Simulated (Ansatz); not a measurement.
Ansatz (a quantum-chemistry and plane-wave program) input (SVWN5/def2-TZVPD):

Ansatz 0.2 input:
```yaml
crystal:
  periodic: [false, false, false]
  atoms:
    - {symbol: C, position_ang: [-1.49086644, -1.48642131, 0.54350298]}
    - {symbol: C, position_ang: [-1.53715923, -0.14320390, -0.19886983]}
    - {symbol: B, position_ang: [-0.15251563, 0.61641535, -0.31535330]}
    - {symbol: N, position_ang: [-0.10359829, 1.99031485, -0.04594207]}
    - {symbol: C, position_ang: [1.18781013, -0.12741452, -0.72463308]}
    - {symbol: C, position_ang: [1.98907001, -0.59754590, 0.50503714]}
    - {symbol: H, position_ang: [-0.77093172, -2.16856129, 0.08691550]}
    - {symbol: H, position_ang: [-1.19644841, -1.35374736, 1.58708875]}
    - {symbol: H, position_ang: [-2.46267352, -1.98461084, 0.53848404]}
    - {symbol: H, position_ang: [-2.30447656, 0.49714571, 0.25099140]}
    - {symbol: H, position_ang: [-1.87894993, -0.32947890, -1.22666707]}
    - {symbol: H, position_ang: [0.73218828, 2.54398025, -0.14142828]}
    - {symbol: H, position_ang: [-0.90307902, 2.52113089, 0.25861849]}
    - {symbol: H, position_ang: [0.96987096, -0.99448033, -1.35585430]}
    - {symbol: H, position_ang: [1.82401622, 0.53321485, -1.32452671]}
    - {symbol: H, position_ang: [2.26536111, 0.24628949, 1.14125869]}
    - {symbol: H, position_ang: [1.40995647, -1.28955658, 1.11914338]}
    - {symbol: H, position_ang: [2.90980562, -1.10809265, 0.21411395]}
basis:
  gaussian:
    orbitals: def2-TZVPD
hamiltonian:
  xc: {name: SVWN5}
magnetization: {spin_polarized: true, initial_magnetization: 2}
```

End of the output:

```
integrals: 0.32 GiB planned
1652 factors; their error is unknown
0.26 GiB of the device are held for the grids
2.14 GiB of device memory are held for the factors and their scratch space
mean field: 2.67 GiB planned
mean field evaluation 1: about -6416.9220 eV, gradient 7.8e1 eV
mean field evaluation 2: about -6247.7530 eV, gradient 1.7e2 eV
mean field evaluation 4: about -6436.8088 eV, gradient 4.5e1 eV
mean field evaluation 8: about -6447.0604 eV, gradient 6.3e0 eV
mean field evaluation 16: about -6447.2792 eV, gradient 4.8e-1 eV
mean field evaluation 32: about -6444.9438 eV, gradient 1.0e1 eV
mean field evaluation 64: about -6447.2747 eV, gradient 2.7e-5 eV
mean field evaluation 96: about -6447.1898 eV, gradient 2.1e0 eV
mean field -6447.28003460 eV, -236.9331711481 hartree, gradient 2.5e-5 eV, S^2 2.001368; 8 other end points of the search recorded, 0 dependent functions left out
reference -6447.28009165 eV, -236.9331732447 hartree; 25, 23 occupied and 305, 307 virtual orbitals, 1652 factors
Total energy: -6447.28009165 eV, -236.9331732447 hartree
```

This state (charge 0, triplet) is run at the relaxed geometry of the species with charge 0 and multiplicity 1, and is a spin state other than that species' own.
